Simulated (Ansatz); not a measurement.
Program: Ansatz. Geometries: PBE0-D4/def2-TZVP. ΔE: electronic, gas phase. CCSD(T)/CBS adds triple-zeta CCSD(T) − MP2 to the extrapolated MP2 energy (def2 sets, frozen cores). This one scheme is used for every species. DFT in def2-TZVPP. HSE06 is defined as in plane-wave codes. Elements past krypton have def2 core potentials. For Br, Sn outer-core shells are correlated without core-valence functions, which leaves a few kJ/mol of doubt a bond. Scalar relativity is left out up to krypton. Each species was taken in one conformer, which may not be the lowest.

`C=[CH][SnH]([CH3])[F]` + HBr → `[CH3][SnH]([F])[Br]` + `C=C`  (ligand exchange at the Sn–C bond)

Is it downhill or uphill in electronic energy at CCSD(T)/CBS, and by how much? (An estimate is asked.)

The calculation gave: Downhill: ΔE = -30.0 kcal/mol.

What do these levels give: LDA (SPW92), r2SCAN-D4, B97M-V, HSE06-D4, ωB97X-V, BLYP, r2SCAN0, LC-ωPBE, RPA@PBE/def2-TZVPP, CCSD/def2-SVP, HF/def2-TZVPP, CCSD(T)/def2-TZVPP? (An estimate is asked.)

The calculation gave: LDA (SPW92) -28.5, r2SCAN-D4 -31.4, B97M-V -31.5, HSE06-D4 -30.7, ωB97X-V -30.3, BLYP -31.4, r2SCAN0 -32.0, LC-ωPBE -29.9, RPA@PBE/def2-TZVPP -26.3, CCSD/def2-SVP -29.7, HF/def2-TZVPP -35.0, CCSD(T)/def2-TZVPP -27.9 kcal/mol.

What do rigid-rotor, harmonic-oscillator terms from PBE0-D4/def2-TZVP frequencies (298.15 K, 1 bar) make of the CCSD(T)/CBS value? (Estimate.)

The calculation gave: ΔZPE = +2.6 kcal/mol, ΔH = -27.8 kcal/mol, ΔS = 3 J/(mol·K), ΔG = -28.0 kcal/mol.

Largest T1 diagnostic among the species: 0.013.

In def2-TZVPP, CCSD(T) changes the Hartree–Fock value by +7.1 kcal/mol (the triples alone add +0.7 kcal/mol) and MP2 by +6.6 kcal/mol. At CCSD(T), def2-SVP lies +0.9 kcal/mol from the extrapolated value and def2-TZVPP +2.1 kcal/mol. From BLYP to BHLYP (50 % exact exchange), in def2-TZVPP and without D4, ΔE moves by −1.5 kcal/mol.
